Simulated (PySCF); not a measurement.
C₄H₅Cl, SMILES C=CC(=C)Cl. Atoms are numbered in the order given.

```xyz
10

C     -0.4405     2.0780     0.0000
C      0.6018     1.2364     0.0000
C      0.5413    -0.2254     0.0000
C      1.6233    -1.0189     0.0000
Cl    -1.0578    -0.9556     0.0000
H     -1.4680     1.7078     0.0000
H     -0.2865     3.1592     0.0000
H      1.6223     1.6345     0.0000
H      2.6199    -0.5711     0.0000
H      1.5402    -2.1060     0.0000
```

Geometry: B3LYP-D3(BJ)/def2-SVP. Other conformers were not sampled.

Calculation: KT2/pcSseg-1 run with PySCF.

GIAO shieldings, no solvent; atoms listed in one row are averaged. δ = σ(ref) − σ: ¹³C against TMS (σ = 185.1 ppm); ³⁵Cl against HCl (σ = 945.4 ppm); ¹H against TMS (σ = 31.47 ppm), references at their B3LYP-D3(BJ)/def2-TZVP geometries, non-relativistic (without spin–orbit terms, shifts of atoms bonded to Cl or Br come out too high).

Estimate the chemical shifts. (Estimate from the structure and the level; the computed values follow.)


```tsv
nucleus	atoms	count	δ (ppm)
¹³C	C3	1	147.2
¹³C	C2	1	134.3
¹³C	C1	1	118.6
¹³C	C4	1	115.3
³⁵Cl	Cl5	1	220.2
¹H	H8	1	6.49
¹H	H6	1	6.01
¹H	H7	1	5.64
¹H	H9, H10	2	5.62
```
